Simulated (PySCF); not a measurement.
PySCF input (HF/def2-TZVPD):

```python
from pyscf import gto, scf, dft

mol = gto.M(
    atom='''
    C     0.28394200   -0.06438583   -0.02034964
    Br    0.34753579    1.75978183   -0.47948918
    Br   -0.00023960   -0.49137397    1.79055149
    Br   -0.39597196   -1.25737028   -1.30757380
    ''',
    basis='def2-tzvpd',
    charge=0,
    spin=1,
    verbose=4,
)

mf = scf.UHF(mol).density_fit(auxbasis='def2-universal-jkfit')
mf.conv_tol = 1e-9
mf.max_cycle = 100
mf.max_memory = 1500
mf.kernel()
if not mf.converged:
    mf = mf.newton()
    mf.kernel(mf.make_rdm1())
for _ in range(2):
    mo, _, stable, _ = mf.stability(return_status=True)
    if stable:
        break
    mf.kernel(mf.make_rdm1(mo, mf.mo_occ))
mf.analyze()
```

Output:

```
PySCF version 2.14.0

[INPUT] verbose = 4
[INPUT] num. atoms = 4
[INPUT] num. electrons = 111
[INPUT] charge = 0
[INPUT] spin (= nelec alpha-beta = 2S) = 1
[INPUT] symmetry False subgroup None
[INPUT] Mole.unit = angstrom
[INPUT] Symbol           X                Y                Z      unit          X                Y                Z       unit  Magmom
[INPUT]  1 C      0.283942000000  -0.064385830000  -0.020349640000 AA    0.536572615261  -0.121671585003  -0.038455246333 Bohr   0.0
[INPUT]  2 Br     0.347535790000   1.759781830000  -0.479489180000 AA    0.656747461584   3.325505697686  -0.906103229892 Bohr   0.0
[INPUT]  3 Br    -0.000239600000  -0.491373970000   1.790551490000 AA   -0.000452778379  -0.928562228040   3.383651928032 Bohr   0.0
[INPUT]  4 Br    -0.395971960000  -1.257370280000  -1.307573800000 AA   -0.748278557407  -2.376085466368  -2.470956369657 Bohr   0.0

nuclear repulsion = 781.859654820067
number of shells = 70
number of NR pGTOs = 388
number of NR cGTOs = 208
basis = def2-tzvpd
ecp = {}

******** <class 'pyscf.df.df_jk.DFUHF'> ********
method = DFUHF
initial guess = minao
damping factor = 0
level_shift factor = 0
DIIS = <class 'pyscf.scf.diis.CDIIS'>
diis_start_cycle = 1
diis_space = 8
diis_damp = 0
SCF conv_tol = 1e-09
SCF conv_tol_grad = None
SCF max_cycles = 100
direct_scf = False
number electrons alpha = 56  beta = 55
Set gradient conv threshold to 3.16228e-05
******** <class 'pyscf.df.df.DF'> ********
auxbasis = def2-universal-jkfit
init E= -7752.35258867275
  alpha nocc = 56  HOMO = -0.0993612581074181  LUMO = -0.0149432943203891
  beta  nocc = 55  HOMO = -0.341152622783426  LUMO = -0.0993612581074181

WARN: HOMO -0.0993612581074181 >= LUMO -0.0993612581074181

cycle= 1 E= -7754.87788350535  delta_E= -2.53  |g|= 0.507  |ddm|= 1.51
  alpha nocc = 56  HOMO = -0.401737507776481  LUMO = -0.0367512130377925
  beta  nocc = 55  HOMO = -0.441845967286962  LUMO = -0.132217817602452
  HOMO = -0.401737507776  LUMO = -0.132217817602  gap/eV = 7.33400
cycle= 2 E= -7754.91164364468  delta_E= -0.0338  |g|= 0.534  |ddm|= 0.726
  alpha nocc = 56  HOMO = -0.329040546741076  LUMO = 0.0361737168209846
  beta  nocc = 55  HOMO = -0.416245774355857  LUMO = 0.0101548917810206
  HOMO = -0.329040546741  LUMO = 0.010154891781  gap/eV = 9.22998
cycle= 3 E= -7755.05004920628  delta_E= -0.138  |g|= 0.0709  |ddm|= 0.327
  alpha nocc = 56  HOMO = -0.345854674363249  LUMO = 0.0438030957936048
  beta  nocc = 55  HOMO = -0.412874783976194  LUMO = 0.0334105874924525
  HOMO = -0.345854674363  LUMO = 0.0334105874925  gap/eV = 10.32033
cycle= 4 E= -7755.05894785837  delta_E= -0.0089  |g|= 0.0417  |ddm|= 0.142
  alpha nocc = 56  HOMO = -0.357298926741464  LUMO = 0.0483495517630967
  beta  nocc = 55  HOMO = -0.415022066081853  LUMO = 0.0418799598861161
[...]
  beta  nocc = 55  HOMO = -0.415589403796197  LUMO = 0.0418063102154976
  HOMO = -0.363679799018  LUMO = 0.0418063102155  gap/eV = 11.03384
Extra cycle  E= -7755.06617678699  delta_E= -4.37e-11  |g|= 3.48e-06  |ddm|= 7.63e-06
converged SCF energy = -7755.06617678699  <S^2> = 0.77750746  2S+1 = 2.0273209
uhf_internal: lowest eigs of H = [0.23750688 0.29505803 0.30587827]
<class 'pyscf.df.df_jk.DFUHF'> wavefunction is stable in the internal stability analysis
**** SCF Summaries ****
Total Energy =                       -7755.066176786988763
Nuclear Repulsion Energy =             781.859654820066794
One-electron Energy =               -12358.843335004174151
Two-electron Energy =                 3821.917503397119617
Two-electron Coulomb Energy =         4096.081527647856092
DFT Exchange-Correlation Energy =     -274.164024250736475
HOMO-LUMO gap [eV] =                    11.033839044101788
**** MO energy ****
                             alpha | beta                alpha | beta
MO #1   energy= -490.057856190936  | -490.057801104308  occ= 1 | 1
MO #2   energy= -490.0578561857    | -490.057801101525  occ= 1 | 1
MO #3   energy= -490.057856185409  | -490.057801101234  occ= 1 | 1
MO #4   energy= -65.1994481197249  | -65.1993376332443  occ= 1 | 1
MO #5   energy= -65.1994481194229  | -65.1993376329459  occ= 1 | 1
MO #6   energy= -65.1994476169978  | -65.1993370576728  occ= 1 | 1
MO #7   energy= -58.5546088667224  | -58.5550822236778  occ= 1 | 1
MO #8   energy= -58.5546034706837  | -58.5550764851689  occ= 1 | 1
MO #9   energy= -58.5546034703829  | -58.5550764848775  occ= 1 | 1
MO #10  energy= -58.5534979916372  | -58.5530863718152  occ= 1 | 1
MO #11  energy= -58.5534979913309  | -58.5530849084476  occ= 1 | 1
MO #12  energy= -58.553496295719   | -58.5530849081471  occ= 1 | 1
MO #13  energy= -58.5531282526541  | -58.5527624607153  occ= 1 | 1
MO #14  energy= -58.553126788786   | -58.5527624604194  occ= 1 | 1
MO #15  energy= -58.5531267884836  | -58.5527603580792  occ= 1 | 1
MO #16  energy= -11.4160690489542  | -11.3849838307875  occ= 1 | 1
MO #17  energy= -9.87223468458342  | -9.87205896441465  occ= 1 | 1
MO #18  energy= -9.87223468424676  | -9.8720589640893   occ= 1 | 1
MO #19  energy= -9.87222695537052  | -9.87204986472934  occ= 1 | 1
MO #20  energy= -7.48393726241932  | -7.48547057705159  occ= 1 | 1
MO #21  energy= -7.48393726207447  | -7.48547057672768  occ= 1 | 1
MO #22  energy= -7.48393183112578  | -7.48546437742407  occ= 1 | 1
MO #23  energy= -7.47793958453531  | -7.47673599678797  occ= 1 | 1
MO #24  energy= -7.47793958418534  | -7.47673220304434  occ= 1 | 1
MO #25  energy= -7.47793706059598  | -7.47673220270999  occ= 1 | 1
MO #26  energy= -7.4768634696441   | -7.47605792880325  occ= 1 | 1
MO #27  energy= -7.47686059872149  | -7.4760579284774   occ= 1 | 1
MO #28  energy= -7.47686059838422  | -7.4760540632432   occ= 1 | 1
MO #29  energy= -3.2276656470518   | -3.22791934842361  occ= 1 | 1
MO #30  energy= -3.22764458639059  | -3.22791386515848  occ= 1 | 1
MO #31  energy= -3.22764458604882  | -3.22791386482688  occ= 1 | 1
MO #32  energy= -3.22415690971796  | -3.22375098577196  occ= 1 | 1
MO #33  energy= -3.22415690937792  | -3.22375098545031  occ= 1 | 1
MO #34  energy= -3.22414801538273  | -3.2237379643847   occ= 1 | 1
MO #35  energy= -3.22322668859375  | -3.22363478845083  occ= 1 | 1
MO #36  energy= -3.22322668826439  | -3.22363478812846  occ= 1 | 1
MO #37  energy= -3.223223337264    | -3.22363349280797  occ= 1 | 1
MO #38  energy= -3.21423382252064  | -3.2136277536502   occ= 1 | 1
MO #39  energy= -3.2142266656016   | -3.21362256600508  occ= 1 | 1
MO #40  energy= -3.21422666525747  | -3.21362256566806  occ= 1 | 1
MO #41  energy= -3.21421758966499  | -3.2136142654867   occ= 1 | 1
MO #42  energy= -3.2142175893212   | -3.2136142651497   occ= 1 | 1
MO #43  energy= -3.21421099660723  | -3.21361128323617  occ= 1 | 1
MO #44  energy= -1.17096650128452  | -1.13574873123685  occ= 1 | 1
MO #45  energy= -1.03997610201324  | -1.03719428893537  occ= 1 | 1
MO #46  energy= -1.03997610112415  | -1.0371942881698   occ= 1 | 1
MO #47  energy= -0.809537171657674 | -0.744740324071362 occ= 1 | 1
MO #48  energy= -0.59929234016341  | -0.576885836364515 occ= 1 | 1
MO #49  energy= -0.59122212529038  | -0.576885835986065 occ= 1 | 1
MO #50  energy= -0.591222124838354 | -0.500349328874655 occ= 1 | 1
MO #51  energy= -0.460550043205178 | -0.451128406491376 occ= 1 | 1
MO #52  energy= -0.460550042872246 | -0.451128406126685 occ= 1 | 1
MO #53  energy= -0.440079041274028 | -0.43247454275131  occ= 1 | 1
MO #54  energy= -0.440079040859578 | -0.432474542524462 occ= 1 | 1
MO #55  energy= -0.416762040670189 | -0.415589403796197 occ= 1 | 1
MO #56  energy= -0.363679799018044 | 0.0418063102154976 occ= 1 | 0
MO #57  energy= 0.0370402826547718 | 0.050557394929397  occ= 0 | 0
MO #58  energy= 0.0496951272013595 | 0.0505573949912712 occ= 0 | 0
MO #59  energy= 0.0496951272555604 | 0.0592209642737197 occ= 0 | 0
MO #60  energy= 0.0693592865934999 | 0.0752079964090834 occ= 0 | 0
MO #61  energy= 0.0779261549725394 | 0.0834895342647252 occ= 0 | 0
MO #62  energy= 0.0844692759243157 | 0.0856548759953715 occ= 0 | 0
MO #63  energy= 0.0844692761425914 | 0.0856548761629638 occ= 0 | 0
MO #64  energy= 0.0932042485774752 | 0.0934728269350931 occ= 0 | 0
MO #65  energy= 0.0932042486329683 | 0.0934728269883229 occ= 0 | 0
MO #66  energy= 0.108995598450491  | 0.108979256372826  occ= 0 | 0
MO #67  energy= 0.111066897991266  | 0.118812362945618  occ= 0 | 0
MO #68  energy= 0.158142143792438  | 0.172600336305755  occ= 0 | 0
MO #69  energy= 0.158142144535682  | 0.172600336863155  occ= 0 | 0
MO #70  energy= 0.173333666644619  | 0.174227246499244  occ= 0 | 0
MO #71  energy= 0.196230763786693  | 0.196847948657603  occ= 0 | 0
MO #72  energy= 0.196230763909294  | 0.1968479487707    occ= 0 | 0
MO #73  energy= 0.205895350025624  | 0.208392794825955  occ= 0 | 0
MO #74  energy= 0.205895350182108  | 0.208392794983874  occ= 0 | 0
MO #75  energy= 0.230262598808862  | 0.251105724645939  occ= 0 | 0
MO #76  energy= 0.251573142601284  | 0.251105724969588  occ= 0 | 0
MO #77  energy= 0.251573142928822  | 0.255039415462094  occ= 0 | 0
MO #78  energy= 0.257102703141651  | 0.260273478560104  occ= 0 | 0
MO #79  energy= 0.257102703240422  | 0.26027347872998   occ= 0 | 0
MO #80  energy= 0.265053987726387  | 0.275615538111692  occ= 0 | 0
MO #81  energy= 0.293176062186802  | 0.294887736416271  occ= 0 | 0
MO #82  energy= 0.293986184898874  | 0.294921533684907  occ= 0 | 0
MO #83  energy= 0.293986185086332  | 0.2949215338587    occ= 0 | 0
MO #84  energy= 0.311091035874284  | 0.310407417117446  occ= 0 | 0
MO #85  energy= 0.316843759482097  | 0.321415036112256  occ= 0 | 0
MO #86  energy= 0.33908433144798   | 0.346160298453604  occ= 0 | 0
MO #87  energy= 0.339084331768081  | 0.346160298854694  occ= 0 | 0
MO #88  energy= 0.400451417509266  | 0.406306040813542  occ= 0 | 0
MO #89  energy= 0.400451417792503  | 0.406306041124174  occ= 0 | 0
MO #90  energy= 0.410777685134314  | 0.417184638108007  occ= 0 | 0
MO #91  energy= 0.444964609962966  | 0.449589142196411  occ= 0 | 0
MO #92  energy= 0.467749926733314  | 0.47007418933945   occ= 0 | 0
MO #93  energy= 0.46774992704972   | 0.470074189637111  occ= 0 | 0
MO #94  energy= 0.471804325816987  | 0.472300965341694  occ= 0 | 0
MO #95  energy= 0.493395950654052  | 0.494949326165802  occ= 0 | 0
MO #96  energy= 0.49339595099616   | 0.494949326571652  occ= 0 | 0
MO #97  energy= 0.524800991249913  | 0.526907603125549  occ= 0 | 0
MO #98  energy= 0.524800991599199  | 0.52690760346077   occ= 0 | 0
MO #99  energy= 0.543904509542739  | 0.545663095556465  occ= 0 | 0
MO #100 energy= 0.543904509812652  | 0.545663095837557  occ= 0 | 0
MO #101 energy= 0.55582116156446   | 0.61724359894067   occ= 0 | 0
MO #102 energy= 0.620611405634089  | 0.625931345365461  occ= 0 | 0
MO #103 energy= 0.622319236894704  | 0.625931345637764  occ= 0 | 0
MO #104 energy= 0.622319237178262  | 0.627810979561772  occ= 0 | 0
[...]
```

It need not be the lowest isomer of its formula.
